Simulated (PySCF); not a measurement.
Predicted microwave data (PBE0-D3(BJ)/def2-SVP geometry optimisation, gas phase, def2 core potentials past Kr (PySCF)) for one isomer of C2H8OSiTe:

```
Rotational constants : A = 5699, B = 789.6, C = 720.3 MHz
Dipole components    : |μa| = 0.98 D, |μb| = 0.29 D, |μc| = 0.94 D
Inertial defect      : -27.11 u·Å²
κ                    : -0.97
```

**Question.** Which candidate fits, each taken in the one conformer that was computed?
A. `[CH3:1][CH2:2][O:3][SiH2:4][TeH:5]` with C1–C2–O3–Si4 179°, C2–O3–Si4–Te5 -58°, O3–Si4–Te5–H 91°
B. `[CH3:1][Te:2][CH2:3][O:4][SiH3:5]` with C1–Te2–C3–O4 58°, Te2–C3–O4–Si5 180°

**Answer.** B. It is C[Te]CO[SiH3], a near-prolate asymmetric top, point group C1. The candidates at the same level (rigid rotor, commonest isotopes):

```csv
SMILES,A (MHz),B (MHz),C (MHz),μa (D),μb (D),μc (D),Δ (u·Å²),point group,rotor
CCO[SiH2][TeH],4831,769.2,688.6,0.75,0.45,0.95,-27.71,C1,near-prolate asymmetric top
C[Te]CO[SiH3],5699,789.6,720.3,0.98,0.29,0.94,-27.11,C1,near-prolate asymmetric top
```

`CCO[SiH2][TeH]` has A 15 % too low. No structure here is proved a minimum.
